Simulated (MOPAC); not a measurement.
Job for MOPAC: PM7 on CH6OSi (SMILES CO[SiH3]).

```
PM7 1SCF PRECISE CHARGE=0 THREADS=1
CH6OSi

C     -1.60499921 1    -0.46731866 1     0.32158920 1
O     -0.54918887 1     0.46505002 1     0.15077355 1
Si     0.94893255 1     0.03995944 1    -0.38285255 1
H     -2.47913620 1     0.07432788 1     0.68159089 1
H     -1.85976373 1    -0.95630010 1    -0.62414064 1
H     -1.34128781 1    -1.23402990 1     1.05663676 1
H      1.55544454 1    -0.98859677 1     0.50002711 1
H      1.76148469 1     1.27186550 1    -0.37186646 1
H      0.88091752 1    -0.52096294 1    -1.75675984 1
```

Program output:

```
*******************************************************************************
 **                                                                           **
 **                              MOPAC v23.2.5                                **
 **                                                                           **
 *******************************************************************************
 ** MOPAC's Digital Object Identifier: https://doi.org/10.5281/zenodo.6511958 **
 **                                                                           **
 ** Please cite the open-source release paper for use of this MOPAC version:  **
 ** J. E. Moussa and J. J. P. Stewart (2026)                                  **
 ** MOPAC: An open-source semiempirical molecular orbital program             **
 ** J. Open Source Softw., 11(119), 8025, https://doi.org/10.21105/joss.08025 **
 *******************************************************************************

                              PM7 CALCULATION RESULTS

 *******************************************************************************
 *  PM7        - The PM7 Hamiltonian to be used
 *
 *
 *
 *                 CHARGE ON SYSTEM = 0
 *
 *
 *
 *  PRECISE    - TIGHTER CRITERIA TO BE USED
 *  1SCF       - DO 1 SCF AND THEN STOP
 *  THREADS=1  - MULTI-THREADING NOT USED
 *  T=         - A TIME OF 172800.0 SECONDS REQUESTED
 *  DUMP=N     - RESTART FILE WRITTEN EVERY 7200.0 SECONDS REQUESTED
 *******************************************************************************
PM7 1SCF PRECISE CHARGE=0 THREADS=1
 CH6OSi

   ATOM   CHEMICAL          X               Y               Z
  NUMBER   SYMBOL      (ANGSTROMS)     (ANGSTROMS)     (ANGSTROMS)

     1       C         -1.60499921  *  -0.46731866  *   0.32158920  *
     2       O         -0.54918887  *   0.46505002  *   0.15077355  *
     3      Si          0.94893255  *   0.03995944  *  -0.38285255  *
     4       H         -2.47913620  *   0.07432788  *   0.68159089  *
     5       H         -1.85976373  *  -0.95630010  *  -0.62414064  *
     6       H         -1.34128781  *  -1.23402990  *   1.05663676  *
     7       H          1.55544454  *  -0.98859677  *   0.50002711  *
     8       H          1.76148469  *   1.27186550  *  -0.37186646  *
     9       H          0.88091752  *  -0.52096294  *  -1.75675984  *



          CARTESIAN COORDINATES

    NO.       ATOM           X           Y           Z

     1         C         -1.6050     -0.4673      0.3216
     2         O         -0.5492      0.4651      0.1508
     3        Si          0.9489      0.0400     -0.3829
     4         H         -2.4791      0.0743      0.6816
     5         H         -1.8598     -0.9563     -0.6241
     6         H         -1.3413     -1.2340      1.0566
     7         H          1.5554     -0.9886      0.5000
     8         H          1.7615      1.2719     -0.3719
     9         H          0.8809     -0.5210     -1.7568

 General Reference for PM7:
 "Optimization of Parameters for Semiempirical Methods VI: More Modifications to the
 NDDO Approximations and Re-optimization of Parameters", J. J. P. Stewart, J. Mol. Mod., 1:32, 19 (2013)
 https://link.springer.com/article/10.1007/s00894-012-1667-x

           Empirical Formula: C H6 O Si  =     9 atoms



      MOLECULAR POINT GROUP   :   Cs


      RHF CALCULATION, NO. OF DOUBLY OCCUPIED LEVELS = 10


 -------------------------------------------------------------------------------
 PM7 1SCF PRECISE CHARGE=0 THREADS=1
 CH6OSi



     1SCF WAS SPECIFIED, SO BFGS WAS NOT USED
     SCF FIELD WAS ACHIEVED


                              PM7 CALCULATION
                                                       MOPAC v23.2.5 Linux




          FINAL HEAT OF FORMATION =        -60.98591 KCAL/MOL =    -255.16505 KJ/MOL


          COSMO AREA              =        107.25 SQUARE ANGSTROMS
          COSMO VOLUME            =         94.14 CUBIC ANGSTROMS

          IONIZATION POTENTIAL    =         10.781691 EV
          HOMO LUMO ENERGIES (EV) =        -10.782  0.983
          NO. OF FILLED LEVELS    =         10
          MOLECULAR WEIGHT        =         62.1433         POINT GROUP:  Cs

          MOLECULAR DIMENSIONS (Angstroms)

            Atom       Atom       Distance
            H     8    H     4     4.53064
            H     9    H     7     2.40135
            H     7    H     8     1.87052


          SCF CALCULATIONS        =          1





   ATOM   CHEMICAL          X               Y               Z
  NUMBER   SYMBOL      (ANGSTROMS)     (ANGSTROMS)     (ANGSTROMS)

     1       C         -1.60499921  *  -0.46731866  *   0.32158920  *
     2       O         -0.54918887  *   0.46505002  *   0.15077355  *
     3      Si          0.94893255  *   0.03995944  *  -0.38285255  *
     4       H         -2.47913620  *   0.07432788  *   0.68159089  *
     5       H         -1.85976373  *  -0.95630010  *  -0.62414064  *
     6       H         -1.34128781  *  -1.23402990  *   1.05663676  *
     7       H          1.55544454  *  -0.98859677  *   0.50002711  *
     8       H          1.76148469  *   1.27186550  *  -0.37186646  *
     9       H          0.88091752  *  -0.52096294  *  -1.75675984  *

                             CARTESIAN COORDINATES

   1    C       -1.604999210    -0.467318660     0.321589200
   2    O       -0.549188870     0.465050020     0.150773550
   3   Si        0.948932550     0.039959440    -0.382852550
   4    H       -2.479136200     0.074327880     0.681590890
   5    H       -1.859763730    -0.956300100    -0.624140640
   6    H       -1.341287810    -1.234029900     1.056636760
   7    H        1.555444540    -0.988596770     0.500027110
   8    H        1.761484690     1.271865500    -0.371866460
   9    H        0.880917520    -0.520962940    -1.756759840


           Empirical Formula: C H6 O Si  =     9 atoms



      MOLECULAR POINT GROUP   :   Cs


                  EIGENVALUES
 -29.61108 -24.19608 -18.20639 -15.74989 -15.53137 -15.23760 -12.71272 -12.53342
 -11.35892 -10.78169   0.98313   2.53364   2.57931   3.91571   5.44303   5.51208
   6.09951   7.85682  21.87788  22.03158  22.80778  22.96007  23.96618


              NET ATOMIC CHARGES AND DIPOLE CONTRIBUTIONS

  ATOM NO.   TYPE          CHARGE      No. of ELECS.   s-Pop       p-Pop       d-Pop
    1          C          -0.086060        4.0861     1.06402     3.02204
    2          O          -0.590307        6.5903     1.76844     4.82187
    3         Si           0.180786        3.8192     0.90885     2.71171     0.19865
    4          H           0.136740        0.8633     0.86326
    5          H           0.115271        0.8847     0.88473
    6          H           0.115242        0.8848     0.88476
    7          H           0.035229        0.9648     0.96477
    8          H           0.057676        0.9423     0.94232
    9          H           0.035424        0.9646     0.96458
 DIPOLE           X         Y         Z       TOTAL
 POINT-CHG.     0.545    -2.158    -0.523     2.287
 HYBRID        -0.712     0.449     0.296     0.892
 SUM           -0.167    -1.709    -0.227     1.733


          ATOMIC ORBITAL ELECTRON POPULATIONS

     Atom    s        px        py        pz      x^2-y^2     xz        z^2       yz        xy
    1  C   1.06402   0.91617   0.98721   1.11867
    2  O   1.76844   1.41081   1.53934   1.87171
    3 Si   0.90885   0.65950   1.04354   1.00866   0.03508   0.04072   0.03832   0.02729   0.05725
    4  H   0.86326
    5  H   0.88473
    6  H   0.88476
    7  H   0.96477
    8  H   0.94232
    9  H   0.96458

 **********************
 *                    *
 * JOB ENDED NORMALLY *
 *                    *
 **********************




 == MOPAC DONE ==
```

The run finished.

Cost: about 0.020 core-seconds (a rough figure).
